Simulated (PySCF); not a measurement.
HTe, multiplicity 2. Atoms are numbered in the order given.

```xyz
2

Te     0.0000     0.0000    -0.0313
H      0.0000     0.0000     1.6275
```
Charge 0, spin multiplicity 2.

Coordinates come from a PBE0-D3(BJ)/def2-TZVPD optimisation. The def2 effective core potentials stand for the cores of Te; spin–orbit coupling is left out.

All values below come from PBE0/def2-TZVPD run with PySCF.

Mulliken values depend strongly on the basis, most of all with diffuse functions as here. ESP charges are fitted to the potential on shells at 1.4 to 2.0 van der Waals radii. Atomic charges (e):

```
atom  ESP fit  Mulliken  Mulliken spin
----  -------  --------  -------------
Te1     -0.06     -0.10           1.04
H2       0.06      0.10          -0.04
```
